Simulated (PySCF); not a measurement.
A calculated (UHF, PySCF 2.14, cc-pVTZ-DK, scalar relativity by spin-free X2C-1e) atom or ion has these occupied shells.

```tsv
shell	electrons	orbital energy (eV)	rms radius, mean of both spins (bohr)
1s α	1	-9738.8	0.0580
1s β	1	-9738.6	0.0580
2s α	1	-1242.8	0.244
2s β	1	-1242.7	0.244
2p β	3	-1074.3	0.219
2p α	3	-1074.3	0.219
3s α	1	-167.23	0.732
3s β	1	-166.97	0.732
3p α	3	-114.91	0.777
3p β	3	-114.91	0.777
3d α	5	-30.171	0.998
3d β	5	-30.148	0.998
4s α	1	-16.970	2.71
```

Name the element and its charge.

Zn⁺ (zinc, charge +1), in [Ar] 3d10 4s1, 2S determinant.
